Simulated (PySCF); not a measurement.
Al(F)(NCO)(OMe) (C2H3AlFNO2), SMILES C[O][Al]([F])[N]=C=O.

Geometry optimised at ωB97X-D3(BJ)/def2-SVP. The structure was generated by enumeration; whether it is a known compound was not checked. Other conformers were not sampled.

Computed with TDDFT-PBE/def2-SVPD (PySCF 2.14.0).

Vertical excitations. The molecule is in vacuum.

```json
[
 {"state": "S1", "energy (eV)": "5.46", "λ (nm)": "227", "f": "0.007", "main pairs": "HOMO→LUMO 100 %"},
 {"state": "S2", "energy (eV)": "5.57", "λ (nm)": "223", "f": "0.005", "main pairs": "HOMO−1→LUMO 98 %"},
 {"state": "S3", "energy (eV)": "5.92", "λ (nm)": "209", "f": "0.001", "main pairs": "HOMO−1→LUMO+1 99 %"},
 {"state": "S4", "energy (eV)": "5.99", "λ (nm)": "207", "f": "0.006", "main pairs": "HOMO−2→LUMO 100 %"},
 {"state": "S5", "energy (eV)": "6.09", "λ (nm)": "203", "f": "0.024", "main pairs": "HOMO−3→LUMO 98 %"},
 {"state": "S6", "energy (eV)": "6.11", "λ (nm)": "203", "f": "0.087", "main pairs": "HOMO→LUMO+1 93 %"},
 {"state": "S7", "energy (eV)": "6.35", "λ (nm)": "195", "f": "0.000", "main pairs": "HOMO−2→LUMO+1 100 %"},
 {"state": "S8", "energy (eV)": "6.75", "λ (nm)": "184", "f": "0.038", "main pairs": "HOMO−3→LUMO+1 77 %, HOMO−1→LUMO+2 14 %"},
 {"state": "S9", "energy (eV)": "6.82", "λ (nm)": "182", "f": "0.001", "main pairs": "HOMO→LUMO+2 100 %"},
 {"state": "S10", "energy (eV)": "7.03", "λ (nm)": "176", "f": "0.031", "main pairs": "HOMO−1→LUMO+2 75 %, HOMO−2→LUMO+2 15 %"},
 {"state": "T1", "energy (eV)": "5.24", "λ (nm)": "237", "f": "0", "main pairs": "HOMO→LUMO 98 %"},
 {"state": "T2", "energy (eV)": "5.38", "λ (nm)": "230", "f": "0", "main pairs": "HOMO−1→LUMO 97 %"},
 {"state": "T3", "energy (eV)": "5.59", "λ (nm)": "222", "f": "0", "main pairs": "HOMO→LUMO+1 95 %"},
 {"state": "T4", "energy (eV)": "5.78", "λ (nm)": "214", "f": "0", "main pairs": "HOMO−1→LUMO+1 82 %, HOMO−3→LUMO 17 %"}
]
```
Triplets are in the Tamm–Dancoff approximation, which puts them higher than full response would, so one can lie above its singlet here.
